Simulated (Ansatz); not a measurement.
`F[SiH](F)S[SiH2]Cl` + PH₃ → `P[SiH2]Cl` + `F[SiH](F)S`  (ligand exchange at the Si–S bond)

Calculated with Ansatz (gas phase, PBE0-D4/def2-TZVP geometries, no zero-point term in ΔE). CCSD(T)/CBS is the MP2 limit (def2-TZVPP, def2-QZVPP) plus CCSD(T) − MP2 in def2-TZVPP, frozen cores. This one scheme is used for every species. DFT in def2-TZVPP. Each species was taken in one conformer, which may not be the lowest.

`F[SiH](F)S[SiH2]Cl`:

Cartesian coordinates in Å:
```
F 1.502 0.005 -1.341
Si 1.417 0.809 0.022
F 2.072 -0.129 1.118
S -0.583 1.259 0.502
Si -1.445 -0.666 0.138
Cl -2.112 -0.836 -1.785
H 2.198 2.050 -0.077
H -2.607 -0.768 1.043
H -0.443 -1.724 0.380
```

PH₃:

Z-matrix (Å, degrees):
```
P
H 1 1.420
H 1 1.420 2 93.1
H 1 1.420 2 93.1 3 93.3
```

`P[SiH2]Cl`:

Z-matrix (Å, degrees):
```
Si
Cl 1 2.058
P 1 2.245 2 108.1
H 1 1.483 2 107.2 3 -123.8
H 1 1.483 2 108.3 3 117.9
H 3 1.424 1 91.7 2 -171.4
H 3 1.421 1 93.0 2 -77.9
```

`F[SiH](F)S`:

Z-matrix (Å, degrees):
```
Si
F 1 1.585
S 1 2.104 2 111.3
F 1 1.585 2 105.3 3 120.8
H 1 1.470 2 109.7 3 -121.2
H 3 1.346 1 93.3 2 58.6
```

| level | ΔE (eV) |
| --- | --- |
| revPBE-D4 | 0.44 |
| BHLYP-D4 | 0.51 |
| CAM-B3LYP-D4 | 0.48 |
| SCS-MP2/def2-TZVPP | 0.49 |

Task: What does CCSD(T)/CBS give? (An estimate is asked.)

Result: The calculation gave: +0.47 eV. The listed levels differ from it by -0.03, 0.04, 0.01, 0.02 eV.

Largest T1 diagnostic among the species: 0.013.

From BLYP to BHLYP (50 % exact exchange), in def2-TZVPP and without D4, ΔE moves by +0.06 eV. The D4 term adds +0.08 eV with B3LYP and +0.04 eV with PBE0; it sums over pairs of atoms, weighted by their polarisabilities, and B3LYP, whose exchange is more repulsive, gets the larger term. Leaving LDA and LC-ωPBE aside and taking each functional with its dispersion term where it has one, the values, not all of them listed here, spread over 0.09 eV, from PBE-D4 to BHLYP-D4.

B3LYP here is the variant with VWN-RPA as its local correlation; programs differ in this.
